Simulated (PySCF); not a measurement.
`FC(C1=C(C=C)[C@H]1F)(F)F`, C6H4F4

Molfile (atoms numbered from 1):
```
C6H4F4
     RDKit          3D

 14 14  0  0  0  0  0  0  0  0999 V2000
    1.7321   -1.9804    0.6932 C   0  0  0  0  0  0  0  0  0  0  0  0
    1.4929   -0.7358    0.2823 C   0  0  0  0  0  0  0  0  0  0  0  0
    0.1771   -0.2673    0.0266 C   0  0  0  0  0  0  0  0  0  0  0  0
   -0.6551    0.7077   -0.2980 C   0  0  0  0  0  0  0  0  0  0  0  0
   -0.8814    2.1107   -0.6735 C   0  0  0  0  0  0  0  0  0  0  0  0
   -1.6261    2.7764    0.2198 F   0  0  0  0  0  0  0  0  0  0  0  0
    0.2734    2.7859   -0.7967 F   0  0  0  0  0  0  0  0  0  0  0  0
   -1.5140    2.2198   -1.8567 F   0  0  0  0  0  0  0  0  0  0  0  0
   -1.2742   -0.6040    0.0154 C   0  0  2  0  0  0  0  0  0  0  0  0
   -1.9215   -0.7512    1.2166 F   0  0  0  0  0  0  0  0  0  0  0  0
    0.9297   -2.6831    0.8464 H   0  0  0  0  0  0  0  0  0  0  0  0
    2.7304   -2.3262    0.8954 H   0  0  0  0  0  0  0  0  0  0  0  0
    2.2898   -0.0197    0.1315 H   0  0  0  0  0  0  0  0  0  0  0  0
   -1.7538   -1.2333   -0.7246 H   0  0  0  0  0  0  0  0  0  0  0  0
  1  2  2  0
  2  3  1  0
  3  4  2  0
  4  5  1  0
  5  6  1  0
  5  7  1  0
  5  8  1  0
  4  9  1  0
  9 10  1  0
  9  3  1  0
  1 11  1  0
  1 12  1  0
  2 13  1  0
  9 14  1  6
M  END
```

Computed with PySCF, GIAO BHandHLYP/pcSseg-1 magnetisability, rotational g tensor and spin-rotation constants, non-relativistic, gas phase. Geometry: GFN2-xTB.

Give the nuclear spin-rotation constants along the inertial axes (H = +C I·J) beside the isotropic shieldings.

Rotational constants 2.0572, 0.8381, 0.6808 GHz. A star marks the isotopologue with that one atom substituted, in its own axes.
| atom | isotope | Caa (kHz) | Cbb (kHz) | Ccc (kHz) | mean (kHz) | σ (ppm) |
| --- | --- | --- | --- | --- | --- | --- |
| F6 | 19F | 2.813 | 1.028 | 0.750 | 1.530 | 256.3 |
| F7 | 19F | 3.164 | 0.731 | 0.808 | 1.568 | 262.0 |
| F8 | 19F | 2.656 | 1.035 | 0.778 | 1.490 | 257.9 |
| F10 | 19F | 2.044 | 0.446 | 0.267 | 0.919 | 360.7 |
| H11 | 1H | -0.154 | 0.048 | -0.069 | -0.058 | 25.4 |
| H12 | 1H | -0.018 | -0.004 | -0.072 | -0.032 | 25.4 |
| H13 | 1H | -0.180 | 0.059 | -0.063 | -0.061 | 24.9 |
| H14 | 1H | -0.196 | -0.061 | 0.019 | -0.080 | 26.7 |
| C1 | 13C* | 0.757 | 0.389 | 0.110 | 0.419 | 41.8 |
| C2 | 13C* | 0.653 | 0.386 | 0.100 | 0.380 | 58.3 |
| C3 | 13C* | 0.723 | 0.403 | 0.107 | 0.411 | 44.9 |
| C4 | 13C* | 0.799 | 0.305 | 0.107 | 0.404 | 62.7 |
| C5 | 13C* | 0.632 | 0.243 | 0.205 | 0.360 | 60.4 |
| C9 | 13C* | 0.544 | 0.201 | 0.087 | 0.278 | 121.4 |

For the geometry as given, no vibrational averaging.
